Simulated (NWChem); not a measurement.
# Correlation energy of I (-1)

```
I
```
Charge -1, spin multiplicity 1.

Program: NWChem.

Basis set: def2-SVPD. Each correlation energy counts from its own Hartree-Fock reference.

Effective core potentials replace the inner electrons of I; spin-orbit coupling is left out. The correlated methods keep 4 core orbitals frozen. No row is a measurement; the coupled-cluster row has its own basis-set and correlation limits.

Task: Order these methods by the correlation energy they give, lowest first: CCSD, CR-CCSD[T], MP2, SCS-MP2.

Result: CR-CCSD[T] (-141.8 mHa), CCSD (-138.9 mHa), MP2 (-131.5 mHa), SCS-MP2 (-122.5 mHa)
